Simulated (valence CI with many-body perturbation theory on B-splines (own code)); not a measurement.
Results of a calculation; reference values are marked as such.
# Pb61+: magnetic and hyperfine properties of the levels

Level of theory: configuration interaction combined with many-body perturbation theory (CI+MBPT): three valence electrons over a frozen Dirac-Fock core [Ar], radial functions for each j: 9 s, 9 p, 10 d, 8 f, 5 g, 3 h, 1 i, with the one-electron correlation potential Σ1 (screened to all orders), the two-electron term Σ2, the three-electron term Σ3, Breit, model QED; selected single and double excitations, second order for the rest (own B-spline code, finite nucleus).

The last digits are not significant, and no measured levels were compared; by estimate large intervals hold to a few tenths of a per cent, small ones and those within an open d or f shell to about a per cent. The list stops below the first excitations out of the core. Only levels of the ground parity were solved; by the run's estimate the other parity begins above the list, which can be wrong where configurations are misplaced.

A/g_I is the dipole constant over the nuclear g factor μ/I (μ in nuclear magnetons, uniformly magnetised nucleus), B/Q the quadrupole constant per barn. Both hold the static response of the core; the bare values leave it out. Large factors of s and p1/2 electrons are usually good to 5 to 10 %; those of open d and f shells near neutrality can be off by tens of per cent, and small factors of p3/2, d and f electrons come from cancelling terms and can be off by a factor of two or in sign, in half-filled shells by more. B is blank for J = 1/2, where it vanishes, and for nearly pure S terms. Energies count from the lowest level.

Levels are named by their leading jj configuration (3d3/2^4 stands for four electrons in 3d with j = 3/2), which in mixed levels can hold well under half, so a name can repeat and another be missing. Letters in brackets count levels of one name in rising energy.

| Level | E (cm⁻¹) | g | A/g_I (MHz) | A/g_I bare | B/Q (MHz/b) | B/Q bare |
| --- | --- | --- | --- | --- | --- | --- |
| (3d3/2^3) J=3/2 | 0 | 0.738 | 156000 | 155000 | -101000 | -102000 |
| (3d3/2^2 3d5/2) J=5/2 [a] | 891920 | 1.052 | 88400 | 88800 | -53600 | -54200 |
| (3d3/2^2 3d5/2) J=3/2 | 947900 | 1.151 | 71000 | 71800 | -15600 | -15700 |
| (3d3/2^2 3d5/2) J=9/2 | 978320 | 1.021 | 100000 | 101000 | 116000 | 116000 |
| (3d3/2^2 3d5/2) J=7/2 | 984790 | 1.026 | 97600 | 97900 | 46300 | 46600 |
| (3d3/2^2 3d5/2) J=1/2 | 997780 | 1.776 | -71100 | -67800 |  |  |
| (3d3/2^2 3d5/2) J=5/2 [b] | 1222200 | 1.207 | 60100 | 61200 | 177000 | 178000 |
| (3d3/2 3d5/2^2) J=7/2 [a] | 1860800 | 1.124 | 70000 | 70800 | -17000 | -17200 |
| (3d3/2 3d5/2^2) J=9/2 | 1904000 | 1.123 | 75000 | 75700 | 29900 | 30000 |
| (3d3/2 3d5/2^2) J=3/2 | 1954800 | 1.091 | 86100 | 86700 | -97300 | -98000 |
| (3d3/2 3d5/2^2) J=1/2 | 1982000 | 1.532 | -34000 | -31700 |  |  |
| (3d3/2 3d5/2^2) J=11/2 | 1987900 | 1.076 | 84900 | 85500 | 206000 | 207000 |
| (3d3/2 3d5/2^2) J=5/2 [a] | 1990700 | 1.310 | 22800 | 24300 | 106000 | 107000 |
| (3d3/2 3d5/2^2) J=7/2 [b] | 2076500 | 1.075 | 87800 | 88300 | 39600 | 40000 |
| (3d3/2 3d5/2^2) J=5/2 [b] | 2080500 | 1.078 | 90100 | 90600 | -34200 | -34500 |

Take the isotope of mass number 207, with I = 1/2, μ = 0.5906 μN. What is the hyperfine structure of (3d3/2 3d5/2^2) J=7/2 [a]?

From the table A = 82700 MHz. Shifts from the centre of gravity in MHz: F = 3: -186000, F = 4: 145000.
